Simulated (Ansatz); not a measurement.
A made-up structure of B$_{2}$SiH$_{4}$O, closed shell:

B1  (-0.342, 1.827, -1.649)
B2  (0.480, -0.571, 0.744)
Si3  (0.028, 0.716, -0.653)
O4  (-0.372, -1.986, 0.751)
H5  (-0.625, 2.679, -2.410)
H6  (0.284, 0.055, 1.689)
H7  (1.584, -0.894, 0.737)
H8  (-1.296, -1.925, 0.504)
(Å)

It is relaxed with PBE-D4/def2-SVP and then PBE0-D4/def2-TZVP (Ansatz 0.2.0). Atoms count as bonded within 1.22 times the sum of their covalent radii (H–H: 0.88 Å). The end point is not checked to be a true minimum.

Q: Does its bonding change? (Judge from chemistry; the calculation decides.)

A: By the calculation: Yes. Formed: Si3–H6; broken: B2–H6.

Where it ends: The first stage lowers the energy by 4.65 eV in 26 steps. It ends as B₂SiH₄O ([BH][SiH][BH][OH]):
```
atom    x (Å)    y (Å)    z (Å)
  B1  -0.6893   1.5135  -1.2048
  B2   0.3870  -1.0481   0.7358
 Si3   0.4458   0.8341   0.0624
  O4  -0.4770  -2.0053   0.3344
  H5  -1.4429   1.9073  -2.0254
  H6   1.4418   1.8060   0.5754
  H7   1.1842  -1.3704   1.5711
  H8  -1.1096  -1.7340  -0.3344
```

Labels in which every atom is bracketed show which atoms are joined, not bond orders.

For scale, one of the runs: PBE0-D4/def2-TZVP relaxation, 154 basis functions, launched by `ansatz run in.yaml --threads 2 --pin off --events-out ev --progress --plain --max-ram 4352MiB`. Hardware: 2 CPU threads of an Arm Neoverse V2, shared host. Wall time about 41 s.
